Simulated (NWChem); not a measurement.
System: BeHF; SMILES [BeH][F]

The following NWChem deck was run.

```
start job
memory heap 200 mb stack 900 mb global 1100 mb
geometry units angstroms noautoz
  Be     0.000000     0.000000    -0.776822
  H      0.000000     0.000000    -2.114982
  F      0.000000     0.000000     0.624228
end
basis spherical
  Be library def2-tzvp
  H library def2-tzvp
  F library def2-tzvp
end
dft
  xc n12
  iterations 150
  mulliken
end
task dft energy
```

Coordinates come from a PBE-D3(BJ)/def2-SVP optimisation.

Task: Give the results of this calculation. (N12/def2-TZVP.) Quantities: energy (Ha); highest occupied level (eV); orbital gap (eV); dipole (D).

Result: 
```yaml
energy (Ha): -115.30
highest occupied level (eV): -8.18
orbital gap (eV): 7.47
dipole (D): 0.83
```
